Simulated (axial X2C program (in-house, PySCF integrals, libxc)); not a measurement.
IF: computed against measured constants

Calculated with an axial X2C code built on PySCF integrals. Spin-free means the one-electron spin-free X2C Hamiltonian; two-component (2c) means X2C with spin–orbit coupling and atomic mean-field two-electron Coulomb and Gaunt terms, so the difference of the two also holds small scalar two-electron terms. Basis: I dyall-v3z [11s12p8d1f], F dyall-v3z [6s5p2d1f] (cores contracted in-house); Gaussian nuclei, density fitting, unrestricted open shells. Masses: I 126.904 u, F 18.998 u.

```
Hamiltonian  level  Re (Å)  ωe (cm⁻¹)  ωexe (cm⁻¹)  De (eV)
  spin-free   PBE0   1.916      636.1          2.7     2.83
  spin-free     HF   1.880      697.9         2.56    0.757
  spin-free    MP2   1.924      628.4         2.76     3.00
  spin-free   TPSS   1.941      601.6         2.76     3.13
  spin-free  B97-3   1.923      626.7         2.77     2.81
         2c   PBE0   1.926      617.2          2.9     2.64
         2c     HF   1.888      682.3         2.72    0.507
         2c    MP2   1.932      613.1         2.87     2.78
         2c   TPSS   1.951      583.5         2.95     2.98
         2c  B97-3   1.933      607.8         2.97     2.61
```

De refers to I + F.

Correlated methods: 14 electrons correlated (number of frozen shells: I 4 s, 3 p, 2 d; F 1 s), 152 virtual spin orbitals or spinors in MP2.

Measured (Huber and Herzberg, Constants of Diatomic Molecules, 1979; state 1Σ+): Re (Å) 1.90976, ωe (cm⁻¹) 610.24, ωexe (cm⁻¹) 3.123.

Work out the error of each level, computed minus measured.



```csv
Hamiltonian,level,Re (Å),ωe (cm⁻¹),ωexe (cm⁻¹)
spin-free,PBE0,0.006,25.9,-0.42
spin-free,HF,-0.030,87.7,-0.56
spin-free,MP2,0.014,18.2,-0.36
spin-free,TPSS,0.031,-8.6,-0.36
spin-free,B97-3,0.013,16.5,-0.35
2c,PBE0,0.016,7.0,-0.22
2c,HF,-0.022,72.1,-0.40
2c,MP2,0.022,2.9,-0.25
2c,TPSS,0.041,-26.7,-0.17
2c,B97-3,0.023,-2.4,-0.15
```

Occupations by symmetry block were frozen at the best pattern of an incomplete PBE0 search. The closed shell is kept restricted, so the energy runs too high when the bond is stretched far. De is counted from the lowest determinant-based energies of the atoms at the same level, without counterpoise correction. The 2c atoms are single determinants rather than J levels; their spin–orbit lowering is only partly caught, and De is too large by that part. This holds for PBE0, TPSS, B97-3. Without a current term, density functionals place determinants with orbital angular momentum somewhat too high.
